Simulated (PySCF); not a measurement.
Species: C7H12.
SMILES: `C[C@H]1[C@@H]2CC[C@H]1C2`

The closed-shell ground state was solved at several levels (PySCF, density fitting, gas phase, non-relativistic). Isolated species at its PBE0-D3(BJ)/def2-SVP geometry, gas phase.

```
          level  basis functions  HOMO (eV)  LUMO (eV)  gap (eV)  dipole (D)
B3LYP/def2-SVPD              236      -7.89       0.55      8.44        0.11
  PBE0/pcSseg-1              179      -8.10       1.51      9.61        0.15
    B3LYP/pcJ-1              309      -7.87       1.24      9.11        0.12
```

**Question.** Estimate the row for KT3/pcSseg-1, a basis of 179 functions; the other rows only guide the guess.

**Answer.** HOMO -6.92 eV, LUMO 0.56 eV, gap 7.48 eV, dipole 0.15 D.

**Question.** Over all these levels, which gives the widest orbital gap and which the narrowest?

**Answer.** PBE0/pcSseg-1 (global hybrid, 25 % exact exchange) has the widest, 9.61 eV, and KT3/pcSseg-1 (GGA) the narrowest, 7.48 eV. The two share the basis. From the narrowest to the widest the HOMO moves by -1.18 eV and the LUMO by +0.95 eV.

**Question.** How far do the dipole and the HOMO energy spread over the levels?

**Answer.** The dipole runs from 0.11 to 0.15 D (mean 0.13 D) and the HOMO from -8.10 to -6.92 eV.
